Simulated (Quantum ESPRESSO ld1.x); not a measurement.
Question: The table gives one normalised radial function P(r) = r R(r) of Ta15+ in [Kr] 4d10 4f11 5s1 (r in bohr). All-electron calculation, scalar-relativistic Kohn-Sham, LDA (Slater exchange, Perdew-Zunger correlation), spin-polarised, spherical densities, point nucleus; open shells are filled with parallel spins first (spin-orbit coupling, left out, can overturn this in heavy ions). Program: ld1.x of Quantum ESPRESSO 7.5.

r           P
0.001335   0.0070
0.001739   0.0109
0.002264   0.0169
0.002948   0.0263
0.00387    0.0412
0.005039   0.0633
0.006562   0.0963
0.008545   0.1445
0.01113    0.2125
0.0146     0.3068
0.01902    0.4207
0.02476    0.5447
0.03224    0.6485
0.04198    0.6778
0.05467    0.5599
0.07176    0.2234
0.09344   -0.2869
0.1217    -0.7958
0.1584    -0.9782
0.2063    -0.5558
0.2686     0.3957
0.3526     1.3642
0.4591     1.6813
0.5978     1.3027
0.7784     0.6715
1.014      0.2219
1.32       0.0427
1.732      0.0038
2.256      0.0001
2.937      0.0000

Which n and l does it have? It may be an empty orbital.

Answer: n = 4, l = 1: the number of nodes gives n - l - 1 = 2, the rise at small r (about r^(l+1), flatter next to the nucleus through relativity) gives l, and the extent must fit the shell. The curve is that of 4p up; the table hardly tells the two spins apart. 4p up: eigenvalue -720.40 eV, 2 radial nodes at r = 0.0812, 0.243 bohr, <r> = 0.482 bohr, 90 % of the charge inside 0.698 bohr.
